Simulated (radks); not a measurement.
Task: All-electron atom: O- in [He] 2s2 2p5. Calculated with a radial shooting solver on a logarithmic mesh with Libxc functionals: non-relativistic Kohn-Sham, LDA (Slater exchange, Perdew-Wang correlation), spin-polarised, spherical densities, point nucleus; open shells are filled with parallel spins first; Watson sphere of charge +0.9 and radius 3.43 bohr. Some entries of the table are withheld. Estimate them.

orbital  occ.  eigenvalue (eV)  r(max) (bohr)  <1/r> (bohr^-1)
1s up       1        -504.3518         0.1300            7.578
1s down     1        -503.6821         0.1300            7.585
2s up       1         -19.2850         0.8814            1.245
2s down     1         -17.8883         0.8872            1.227
2p up       3              (1)            (2)            1.020
2p down     2              (3)            (4)           0.9671

Result: 
(1) 2p up eigenvalue (eV): -5.1772
(2) 2p up r(max) (bohr): 0.8325
(3) 2p down eigenvalue (eV): -3.9606
(4) 2p down r(max) (bohr): 0.8498
